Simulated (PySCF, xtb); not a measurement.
Sn(Cl)(Br)(OH)2 (BrClH2O2Sn), SMILES [Cl][Sn]([OH])([OH])[Br]. One conformer was computed; it need not be the lowest.

Harmonic wavenumbers (cm⁻¹) from GFN2-xTB (xtb) at its own minimum, in rising order: 78, 91, 103, 124, 142, 161, 188, 231, 330, 437, 487, 784, 828, 3595, 3633.

Task: What does PBE-D3(BJ)/def2-SVP in PySCF give at its own minimum? (An estimate is asked for; the answer gives what the named calculation found.)

Result: 59, 86, 102, 121, 147, 156, 204, 258, 363, 594, 616, 864, 888, 3683, 3690. Paired by order, the mean absolute difference is 46 cm⁻¹ and the zero-point energies are 16.0 and 16.9 kcal/mol.
